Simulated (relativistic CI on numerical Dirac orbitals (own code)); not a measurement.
Radial parameters of Te42+

These numbers are calculated, not measured: Dirac-Coulomb-Breit CI, separate exchange-only KLI orbitals for each configuration, a model potential for QED, unscaled Slater integrals (own radial code, finite nucleus).

Slater integrals F^k, G^k are unscaled and averaged over j, outside the closed core 1s2; ζ comes from projecting the Hamiltonian with its Breit term on Σ l·s of the shell.

- 2s2 2p5 3s: ζ(2p) = 1.5165e+06, G^1(2p,3s) = 96954 cm⁻¹; <r>(2p) = 0.1013, <r^2>(2p) = 0.01248, <r>(3s) = 0.2783, <r^2>(3s) = 0.08821 (bohr units).
- 2s2 2p5 3p: ζ(2p) = 1.5158e+06, F^2(2p,3p) = 254570, G^0(2p,3p) = 100690, G^2(2p,3p) = 111210, ζ(3p) = 401760 cm⁻¹; <r>(2p) = 0.1014, <r^2>(2p) = 0.01249, <r>(3p) = 0.2683, <r^2>(3p) = 0.08308 (bohr units).
- 2s2 2p5 3d: ζ(2p) = 1.5172e+06, F^2(2p,3d) = 337650, G^1(2p,3d) = 320990, G^3(2p,3d) = 185770, ζ(3d) = 56018 cm⁻¹; <r>(2p) = 0.1014, <r^2>(2p) = 0.0125, <r>(3d) = 0.2343, <r^2>(3d) = 0.06312 (bohr units).

Averages of the first 10 configurations, taken without configuration mixing, which lowers the lowest level and can move excited configurations by several eV; other configurations of the list can lie among them:

```csv
Configuration,Parity,States,Average energy above the lowest level (eV)
2s2 2p6,even,1,0.1
2s2 2p5 3s,odd,12,3965.8
2s2 2p5 3p,even,36,4104.8
2s2 2p5 3d,odd,60,4249.1
2s 2p6 3s,even,4,4451.7
2s 2p6 3p,odd,12,4587.5
2s 2p6 3d,even,20,4731.5
2s2 2p5 4s,odd,12,5397.8
2s2 2p5 4p,even,36,5455.0
2s2 2p5 4d,odd,60,5511.0
```
